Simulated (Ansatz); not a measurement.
The lowest singlet and triplet of ClIn (SMILES [Cl][In]); geometries from B3LYP-D3(BJ)/def2-TZVP, each state relaxed from the structure named, with no frequency check.
Singlet (charge 0, multiplicity 1):
```
atom   x (Å)   y (Å)    z (Å)
----  ------  ------  -------
Cl    0.0000  0.0000  -1.8123
In    0.0000  0.0000   0.6287
```
Triplet (charge 0, multiplicity 3):
```xyz
2

Cl     0.0000     0.0000    -1.7837
In     0.0000     0.0000     0.6188
```

A positive gap puts the triplet lower; no zero-point energy. R- takes a restricted singlet. The triplet is unrestricted in single-reference levels. Active spaces average the two states.

Correlated levels freeze the cores. Filled d and f shells under p-block atoms count as core.

Codes used: Ansatz (a first-principles code). Values without a source in brackets are computed. In def2 rows elements past Kr take small-core potentials, without spin–orbit coupling.

R-PBE/def2-TZVPP gives -81.59 kcal/mol for the gap E(singlet) − E(triplet), adiabatic.

**Question.** How do the other levels lie against it? Give each less PBE: R-r2SCAN/def2-TZVPP, R-PBE0/def2-TZVPP, R-wB97M-V/def2-TZVPP, R-B2PLYP/def2-TZVPP, R-MP2/def2-QZVPP, R-CCSD(T)/def2-QZVPP, SC-NEVPT2 on SA-CASSCF(2,3)/def2-QZVPP, FIC-MRCISD+Q on SA-CASSCF(2,3)/def2-QZVPP.

**Answer.** R-r2SCAN/def2-TZVPP 3.69; R-PBE0/def2-TZVPP 2.87; R-wB97M-V/def2-TZVPP 0.29; R-B2PLYP/def2-TZVPP 1.40; R-MP2/def2-QZVPP 9.22; R-CCSD(T)/def2-QZVPP 7.11; SC-NEVPT2 on SA-CASSCF(2,3)/def2-QZVPP 5.25; FIC-MRCISD+Q on SA-CASSCF(2,3)/def2-QZVPP 5.90 kcal/mol. 8 of 8 lie above PBE; the widest gap is to R-MP2/def2-QZVPP.
